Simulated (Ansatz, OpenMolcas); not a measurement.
C2H9NSi (SMILES CN(C)[SiH3]): the energy, rung by rung

C2H9NSi: 13 atoms, total charge 0, spin state singlet. SMILES: `CN(C)[SiH3]`. Geometry: relaxed at PBE0-D4/def2-TZVP.

```xyz
13

C    -0.8534    1.0515   -0.5674
N    -0.0643    0.1014    0.1769
C     1.2573    0.5768    0.5037
Si   -0.4044   -1.5804    0.1019
H    -0.4161    1.2925   -1.5485
H    -0.9475    1.9915   -0.0094
H    -1.8607    0.6637   -0.7354
H     1.1974    1.5091    1.0790
H     1.8701    0.7783   -0.3884
H     1.7871   -0.1567    1.1157
H     0.0687   -2.2753   -1.1371
H    -1.8797   -1.7523    0.1670
H     0.2656   -2.2347    1.2567
```

Each level gives the energy change with the C3–H9 bond stretched from 1.101 to 1.651 Å (eV). The values are calculated.

```json
{"level": "HF/6-31G* (spherical functions) (unrestricted)", "kind": "Hartree–Fock", "program": "OpenMolcas", "value (eV)": "2.16", "CPU time (all runs)": "21 s"}
{"level": "SVWN5/6-31G* (spherical functions) (restricted)", "kind": "LDA", "program": "Ansatz", "value (eV)": "1.66", "CPU time (all runs)": "4.7 s"}
{"level": "BHLYP/6-31G* (spherical functions) (restricted)", "kind": "global hybrid", "program": "Ansatz", "value (eV)": "2.01", "CPU time (all runs)": "9.2 s"}
{"level": "PBE0/6-31G* (spherical functions) (restricted)", "kind": "global hybrid", "program": "Ansatz", "value (eV)": "1.86", "CPU time (all runs)": "8.7 s"}
{"level": "wB97X/6-31G* (spherical functions) (restricted)", "kind": "range-separated hybrid", "program": "Ansatz", "value (eV)": "1.93", "CPU time (all runs)": "31 s"}
{"level": "B2PLYP/6-31G* (spherical functions) (restricted)", "kind": "double hybrid", "program": "OpenMolcas", "value (eV)": "1.85", "CPU time (all runs)": "46 s"}
{"level": "RPA@PBE0/6-31G* (spherical functions) (restricted)", "kind": "RPA", "program": "Ansatz", "value (eV)": "1.81", "CPU time (all runs)": "14 s"}
{"level": "BCCD(T)/6-31G* (spherical functions) (restricted)", "kind": "coupled cluster or CI", "program": "Ansatz", "value (eV)": "1.75", "CPU time (all runs)": "22 s"}
```

The first shape isn't each level's own minimum. The values span 1.66 to 2.16 eV. In so small a basis fixed costs decide the times, and correlated methods can beat functionals. CPU times are rough (shared hosts, several kinds of processor and program).
